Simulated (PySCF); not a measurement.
How methods differ on the ionisation energy of As⁺

As⁺ [Ar] 3d10 4s2 4p2 (3P) → As²⁺ [Ar] 3d10 4s2 4p1 (2P), as a difference of total energies. Computed with PySCF 2.14 in x2c-SVPall, with scalar relativity by spin-free X2C-1e. Correlated levels: valence: [Ar] 3d10 frozen. The calculations carry no spin-orbit coupling.

```
           method  ionisation energy (eV)
              UHF                  18.001
             BP86                  18.649
             MN15                  18.658
    MP2 (valence)                  18.262
SCS-MP2 (valence)                  18.195
   CCSD (valence)                  18.288
CCSD(T) (valence)                  18.296
```

Q: How much does correlation contribute at CCSD(T) (valence)?

A: 18.296 − (18.001) = 0.295 eV, measured against UHF.

The reference lies between the lowest fine-structure levels, while these numbers refer to the centres of the terms.

Errors of the correlated levels include the incompleteness of this basis and the frozen core.

For comparison: 18.589 eV (measured; NIST Atomic Spectra Database, ionization energies).
